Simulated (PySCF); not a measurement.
Work out the structure from these simulated measurements.

Elements present: C, H and N. Monoisotopic mass: 156.0687 u.

| Item | Value |
| --- | --- |
| Polarisability | 127.3 au [wB97X-D/def2-SVPD] |
| 13C NMR | chemical shifts (computed TMS as zero) by class: 156.8 (4 C), 151.5 (2 C), 126.3 (4 C) ppm [GIAO PBE0/pcSseg-1] |
| Couplings | largest of the computed one-bond spin–spin couplings (means over like bonds): 13C–1H +187.5 (×4), 13C–1H +169.3 (×4) Hz [B3LYP/pcJ-1, spin–dipole term left out] |
| UV, strongest line | among the 10 lowest singlet transitions: S10 at 6.73 eV (184 nm, f = 0.975) [TDDFT wB97X-D/def2-SVPD] |
| Rotational structure | rotational constants A, B, C: 3.039, 0.543, 0.474 GHz [PBE0-D3(BJ)/def2-SVP] |
| UV, first state | lowest singlet excitation: 4.78 eV (259 nm, f = 0.006) [TDDFT wB97X-D/def2-SVPD] |
| NMR, other nuclei | isotropic shieldings of nuclei other than C and H, by class: -98 (2 N) ppm [GIAO PBE0/pcSseg-1] |

Gas-phase values; electronic properties from PySCF, density fitting. Levels stand in brackets. NMR shifts are as computed; neighbouring signals can stand in another order in a measured spectrum. Isolated species at its PBE0-D3(BJ)/def2-SVP geometry (one conformer only). Each NMR value is the plain mean over a class of atoms that symmetry, rotation or inversion makes alike.

Question: Which formula fits the mass and the elements?

Answer: C10H8N2 (calculated 156.0687). No other formula that holds each of these elements comes within 0.0003 u with a fitting electron parity and a possible valence count.

Question: What is the compound? Reason from the data.

Answer: Numbering: `[cH:1]1[cH:2][c:3](-[c:4]2[cH:5][cH:6][n:7][cH:8][cH:9]2)[cH:10][cH:11][n:12]1`. Its formula, C10H8N2, gives 8 degrees of unsaturation: 2 rings and 6 π bonds in the structure found (Kekulé form). 10 carbons fall into 3 classes; from least to most shielded: aromatic CH next to a ring nitrogen [C1/C6/C8/C11] (156.8 ppm, 4 C), substituted aromatic carbon [C3/C4] (151.5 ppm, 2 C), aromatic CH carbon [C2/C5/C9/C10] (126.3 ppm, 4 C). The other shieldings belong to: -98 ppm, pyridine-type nitrogen [N7/N12]. The couplings run between: +187.5 Hz, aromatic CH next to a ring nitrogen [C1] and its hydrogen (with 3 like pairs); +169.3 Hz, aromatic CH carbon [C2] and its hydrogen (with 3 like pairs). The optimised geometry has point group D2 and is an asymmetric top. Structure: `c1cc(-c2ccncc2)ccn1` (4,4'-bipyridine). Computed isomers that give other values at the same levels: `c1ccc(-c2ccccn2)nc1` (13C chemical shifts (computed TMS as zero) by class: 160.1 (2 C), 154.3 (2 C), 142.1 (2 C), 129.0 (2 C), 126.4 (2 C) ppm). The assignments are read from this structure; whether some other isomer fits the data as well wasn't checked.

The values belong to the conformer `[cH:1]1[cH:2][c:3](-[c:4]2[cH:5][cH:6][n:7][cH:8][cH:9]2)[cH:10][cH:11][n:12]1`: C2–C3–C4–C5 -35°.
